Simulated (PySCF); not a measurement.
# KO⁻: one state, many levels of theory

State: ³Π (triplet), unpaired electrons σ ↑, π ↑. Set-up: basis K aug-cc-pVDZ-X2C, O aug-cc-pVDZ-DK; spin-free X2C with a Gaussian nucleus; PySCF 2.14. De refers to K + O⁻ in their high-spin ground configurations, without counterpoise correction. The functionals are run spin-unrestricted. A positive dipole points towards O; it is taken about the centre of mass and depends on that origin.

```csv
Level,Re (Å),ωe (cm⁻¹),De (eV),μ (D)
UHF-MP2,2.500,311,n/a,n/a
UHF-SCS-MP2,2.501,311,n/a,n/a
PBE,2.500,288,1.71,3.50
BLYP,2.523,279,1.57,3.22
r²SCAN,2.481,303,1.78,3.68
B3LYP,2.494,296,1.62,3.05
PBE0,2.470,308,1.76,3.80
M06-2X,2.456,324,1.72,3.69
CAM-B3LYP,2.477,308,1.67,3.10
```

**Question.** What does a quarter of exact exchange do here, going from PBE to PBE0?

**Answer.** PBE0 less PBE: -3.0 pm in Re, +6.9 % in ωe, +0.05 eV in De. Exact exchange removes part of the self-interaction that spreads semilocal densities, and in most molecules shortens and stiffens the bond and lowers De; here De goes the other way.

**Question.** What does the three-parameter hybrid form, with a fifth of exact exchange, do here, going from BLYP to B3LYP?

**Answer.** B3LYP less BLYP: -2.9 pm in Re, +6.1 % in ωe, +0.05 eV in De. Exact exchange removes part of the self-interaction that spreads semilocal densities, and in most molecules shortens and stiffens the bond and lowers De; here De goes the other way.

Correlated steps freeze 6 core orbitals. For an ion De counts to the pair picked by the measured ionisation energies or electron affinities, which need not be the lowest pair at this level. Counting both spins, an empty level lies below a filled one in some of these solutions, because spin and occupation are held. The highest Kohn–Sham level is positive in this anion. Much of that is self-interaction error, but it also means that the finite basis helps to hold the extra electron. The state is the lowest determinant that a PBE0 search found; another state may lie lower at other levels.

The whole job (state search and all levels along the bond) took about 3.6 min on 1 thread of Arm Neoverse V1 (shared host), peak memory 0.92 GiB.
